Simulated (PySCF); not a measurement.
**Computed properties of C₂H₆Si, SMILES C[Si]C**

Si(Me)2 (C₂H₆Si), SMILES C[Si]C (connectivity only; charge and spin as stated), neutral, multiplicity 1. Geometry: TPSSh-D3(BJ)/def2-TZVP. The isomer is the one that the SMILES or the coordinates give; other isomers of the formula were not compared. Other conformers were not sampled. All values are computed for the isolated molecule unless a solvent is named; none is compared with measurement here.

**Structure.** The optimised structure has C2 symmetry. All 21 harmonic modes at TPSSh-D3(BJ)/def2-TZVP (PySCF) are real, so it is a minimum. With heavy atoms numbered as in [Si:1]([CH3:2])[CH3:6], the shortest bond between them is Si1–C6 at 1.904 Å and the longest Si1–C2 at 1.904 Å.

**Vibrations.** The strongest infrared lines (harmonic, unscaled, degenerate partners summed) lie at 652 cm⁻¹ (48 km/mol, C 42 %, H 33 %, Si 25 %), 862 cm⁻¹ (44 km/mol, H 68 %, C 25 %), 1262 cm⁻¹ (25 km/mol, H 82 %, C 18 %). The softest mode is at 109 cm⁻¹ and the zero-point energy is 44.3 kcal/mol.

**Electronic structure.** CAM-B3LYP/def2-TZVPD (PySCF) places the frontier levels at -7.27 and -1.00 eV, a gap of 6.27 eV, and gives a dipole moment of 1.26 D and a mean polarisability of 61.1 bohr³. PBE/def2-TZVPD (PySCF) at the same geometry gives -4.98 and -2.97 eV, so its gap is 4.26 eV narrower. An orbital gap is neither the optical nor the fundamental gap.

**Excitations.** TDA-CAM-B3LYP/def2-SVPD (PySCF) has S1 at 2.83 eV (438 nm, f = 0.037, weak); the most intense of the 10 singlets computed lies at 6.75 eV (f = 0.39). T1 (TDA) is at 1.31 eV, 1.52 eV under S1. TDA-PBE/def2-SVPD (PySCF) puts S1 at 2.76 eV.

**NMR.** GIAO shifts at B3LYP/pcSseg-1 (PySCF) (non-relativistic, atoms alike by connectivity averaged): ¹³C at 43.1 ppm against TMS; ¹H at 1.8 ppm against TMS; ²⁹Si at 797.5 ppm against TMS.

**Solvation.** SMD-ωB97X/6-31G* (PySCF) gives -0.6 kcal/mol in water, -2.9 kcal/mol in ethylethanoate, -2.8 kcal/mol in 1-octanol (1 M in both phases, gas-phase geometry); of these solvents ethylethanoate holds the molecule best.
